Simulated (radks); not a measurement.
The numbers below are computed, except where a source is named.
Task: Species: Ag3+. Configuration: [Kr] 4d8. Level of theory: Dirac Kohn-Sham, exchange-only B88, spin-unpolarised, spherical densities, finite nucleus; open shells fill j = l - 1/2 first; Fermi nuclear charge, rms radius 4.5454 fm (a radial shooting solver on a logarithmic mesh with Libxc functionals). Some entries of the table are withheld. Estimate them.

orbital,occ.,eigenvalue (eV),<r> (bohr)
1s1/2,2,-25356.76,0.03111
2s1/2,2,-3765.171,(1)
2p1/2,2,(2),0.1141
2p3/2,4,(3),0.1192
3s1/2,2,-721.0956,(4)
3p1/2,2,-616.4271,0.3600
3p3/2,4,-585.4672,0.3710
3d3/2,4,(5),0.3437
3d5/2,6,(6),0.3472
4s1/2,2,-132.2185,0.9056
4p1/2,2,-99.0009,(7)
4p3/2,4,-93.7618,(8)
4d3/2,4,-42.8275,1.247
4d5/2,4,-42.1604,1.260

Result: 
(1) 2s1/2 <r> (bohr): 0.1345
(2) 2p1/2 eigenvalue (eV): -3502.077
(3) 2p3/2 eigenvalue (eV): -3326.660
(4) 3s1/2 <r> (bohr): 0.3684
(5) 3d3/2 eigenvalue (eV): -400.0532
(6) 3d5/2 eigenvalue (eV): -393.8162
(7) 4p1/2 <r> (bohr): 0.9670
(8) 4p3/2 <r> (bohr): 0.9964
